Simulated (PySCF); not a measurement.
(1Z)-1,2-difluorobuta-1,3-diene (C₄H₄F₂), SMILES C=C/C(F)=C/F.

Geometry optimised at PBE0-D3(BJ)/def2-SVP. One conformer was computed; it need not be the lowest.

These are PySCF with PBE0-D3(BJ)/def2-SVP values and carry that method's errors.

Harmonic, unscaled wavenumbers; measured fundamentals usually lie a few per cent lower.

Computed vibrational spectrum:
```
mode  ν (cm⁻¹)  IR (km/mol)  Raman (Å⁴/amu)  depolarisation  moving atoms (share of kinetic energy)
----  --------  -----------  --------------  --------------  --------------------------------------
1          130          0.0             5.2            0.75                  C 50 %, F 28 %, H 22 %
2          194          0.9             0.9            0.73                  F 50 %, C 35 %, H 15 %
3          283          1.5             1.5            0.45                   F 72 %, C 19 %, H 9 %
4          294          0.4             1.7            0.75                  C 46 %, H 39 %, F 15 %
5          477          4.9             8.7            0.35                  C 52 %, F 35 %, H 14 %
6          527          4.2             4.7            0.75                  C 52 %, H 36 %, F 11 %
7          664         13.4             2.3            0.60                  C 57 %, H 24 %, F 19 %
8          729          1.7             5.7            0.75                          C 56 %, H 42 %
9          816         24.0            12.2            0.75                          H 68 %, C 31 %
10         915         31.7             5.9            0.27                  C 50 %, F 34 %, H 17 %
11         941         42.3             5.3            0.75                          H 72 %, C 28 %
12        1014         15.5             1.2            0.75                          H 90 %, C 10 %
13        1040         19.8             6.1            0.70                  H 62 %, C 27 %, F 11 %
14        1217        171.4             9.8            0.24                  C 56 %, F 31 %, H 13 %
15        1249         34.4            38.7            0.42                          H 73 %, C 20 %
16        1316          8.5             9.5            0.38                          H 66 %, C 34 %
17        1396         49.7             7.6            0.59                          H 58 %, C 37 %
18        1450         27.2            41.0            0.39                          H 48 %, C 48 %
19        1713         11.3            86.9            0.26                          C 89 %, H 11 %
20        1799         76.2           279.7            0.27                                  C 93 %
21        3182          0.1            61.8            0.11                                  H 95 %
22        3202          1.4            86.2            0.23                           H 91 %, C 9 %
23        3250          7.4            68.8            0.32                           H 91 %, C 9 %
24        3290          0.6            77.0            0.69                          H 89 %, C 11 %
```
